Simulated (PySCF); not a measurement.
Ga (SMILES [Ga+]), charge +1, singlet; BP86/def2-SVP (PySCF).

PySCF was given this input:
```python
from pyscf import gto, scf, dft

mol = gto.Mole()
mol.atom = '''
    Ga    0.000000    0.000000    0.000000
'''
mol.basis = 'def2-svp'
mol.charge = 1
mol.spin = 0
mol.verbose = 4
mol.build()

mf = dft.RKS(mol)
mf.xc = 'bp86'
mf.kernel()
```

The log (banner, timings and long lists left out):

```
PySCF version 2.14.0

[INPUT] verbose = 4
[INPUT] num. atoms = 1
[INPUT] num. electrons = 30
[INPUT] charge = 1
[INPUT] spin (= nelec alpha-beta = 2S) = 0
[INPUT] symmetry False subgroup None
[INPUT] Mole.unit = angstrom
[INPUT] Symbol           X                Y                Z      unit          X                Y                Z       unit  Magmom
[INPUT]  1 Ga     0.000000000000   0.000000000000   0.000000000000 AA    0.000000000000   0.000000000000   0.000000000000 Bohr   0.0

nuclear repulsion = 0
number of shells = 12
number of NR pGTOs = 74
number of NR cGTOs = 32
basis = def2-svp
ecp = {}

******** <class 'pyscf.dft.rks.RKS'> ********
method = RKS
initial guess = minao
damping factor = 0
level_shift factor = 0
DIIS = <class 'pyscf.scf.diis.CDIIS'>
diis_start_cycle = 1
diis_space = 8
diis_damp = 0
SCF conv_tol = 1e-09
SCF conv_tol_grad = None
SCF max_cycles = 50
direct_scf = True
direct_scf_tol = 1e-13
XC library pyscf.dft.libxc version 7.1.2
    S. Lehtola, C. Steigemann, M. J. T. Oliveira, and M. A. L. Marques,  SoftwareX 7, 1–5 (2018)
XC functionals = bp86
    A. D. Becke,  Phys. Rev. A 38, 3098 (1988)
    J. P. Perdew,  Phys. Rev. B 33, 8822 (1986)
    J. P. Perdew,  Phys. Rev. B 34, 7406–7406 (1986)
radial grids:
    Treutler-Ahlrichs [JCP 102, 346 (1995); DOI:10.1063/1.469408] (M4) radial grids

becke partition: Becke, JCP 88, 2547 (1988); DOI:10.1063/1.454033
pruning grids: <function nwchem_prune>
grids dens level: 3
symmetrized grids: False
atomic radii adjust function: <function treutler_atomic_radii_adjust>
small_rho_cutoff = 0
Set gradient conv threshold to 3.16228e-05
Initial guess from minao.
tot grids = 20904
init E= -1924.27957640857
  HOMO = -0.305024919422397  LUMO = -0.0880689615346862  gap/eV = 5.90367
cycle= 1 E= -1924.5544625569  delta_E= -0.275  |g|= 0.565  |ddm|= 0.577
  HOMO = -0.644984532220427  LUMO = -0.374748177542835  gap/eV = 7.35351
cycle= 2 E= -1924.53612145699  delta_E= 0.0183  |g|= 0.772  |ddm|= 1.32
  HOMO = -0.61138473331576  LUMO = -0.351302043329826  gap/eV = 7.07721
cycle= 3 E= -1924.59748360736  delta_E= -0.0614  |g|= 0.0181  |ddm|= 0.353
  HOMO = -0.598917040648038  LUMO = -0.340801161205988  gap/eV = 7.02369
cycle= 4 E= -1924.597553894  delta_E= -7.03e-05  |g|= 0.00234  |ddm|= 0.0443
  HOMO = -0.598664725208922  LUMO = -0.340548197321751  gap/eV = 7.02371
cycle= 5 E= -1924.59755440271  delta_E= -5.09e-07  |g|= 9.59e-05  |ddm|= 0.000669
  HOMO = -0.598669623353842  LUMO = -0.340551752221643  gap/eV = 7.02375
cycle= 6 E= -1924.59755440362  delta_E= -9.06e-10  |g|= 7.82e-07  |ddm|= 4.09e-05
  HOMO = -0.598669727986087  LUMO = -0.340551831519608  gap/eV = 7.02375
Extra cycle  E= -1924.59755440362  delta_E= 4.55e-13  |g|= 1.13e-06  |ddm|= 8.09e-07
converged SCF energy = -1924.59755440362
```
